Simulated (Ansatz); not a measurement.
**How methods differ on HfH4O4 (SMILES O[Hf](O)(O)O)**

HfH4O4: 9 atoms, total charge 0, spin state singlet. SMILES: `O[Hf](O)(O)O`. Geometry: relaxed at PBE0-D4/def2-TZVP. This is one conformer, not always the lowest.

```xyz
9

O    -0.4655    0.0932    1.8757
Hf    0.0000    0.0000    0.0000
O     1.8823    0.3866   -0.2259
O    -0.3733   -1.7781   -0.6654
O    -1.0436    1.2981   -0.9846
H    -0.6500   -0.2555    2.7408
H     2.6372    0.9286   -0.4272
H    -0.2136   -2.5620   -1.1793
H    -1.7735    1.8890   -1.1341
```

Each level gives the vertical energy of the triplet above the singlet (eV). The values are calculated.

```json
{"level": "HF/def2-SVP (core potential)", "kind": "Hartree–Fock", "program": "Ansatz", "value (eV)": "6.87", "less CCSD(T)/def2-SVP": "-0.69", "CPU time (all runs)": "61 s"}
{"level": "SVWN5/def2-SVP (core potential)", "kind": "LDA", "program": "Ansatz", "value (eV)": "6.25", "less CCSD(T)/def2-SVP": "-1.31", "CPU time (all runs)": "33 s"}
{"level": "PBE/def2-SVP (core potential)", "kind": "GGA", "program": "Ansatz", "value (eV)": "6.22", "less CCSD(T)/def2-SVP": "-1.34", "CPU time (all runs)": "1.9 min"}
{"level": "r2SCAN/def2-SVP (core potential)", "kind": "meta-GGA", "program": "Ansatz", "value (eV)": "6.83", "less CCSD(T)/def2-SVP": "-0.73", "CPU time (all runs)": "4.2 min"}
{"level": "MP2/def2-SVP (core potential)", "kind": "perturbation theory", "program": "Ansatz", "value (eV)": "7.93", "less CCSD(T)/def2-SVP": "+0.37", "CPU time (all runs)": "47 s"}
{"level": "CCSD(T)/def2-SVP (core potential)", "kind": "coupled cluster or CI", "program": "Ansatz", "value (eV)": "7.56", "less CCSD(T)/def2-SVP": "0.00", "CPU time (all runs)": "9 min"}
```

Differences are taken from CCSD(T)/def2-SVP (core potential) for orientation; it has basis-set and higher-order errors of its own. Spin-orbit coupling, which can split open shells on such heavy atoms by tenths of an eV, is left out. The values span 6.22 to 7.93 eV. A triplet this far above the singlet is often a Rydberg-like or dissociative state; sets without diffuse functions put Rydberg states too high. CPU times are rough (shared hosts, several kinds of processor): they show what a rung costs within a factor of a few.
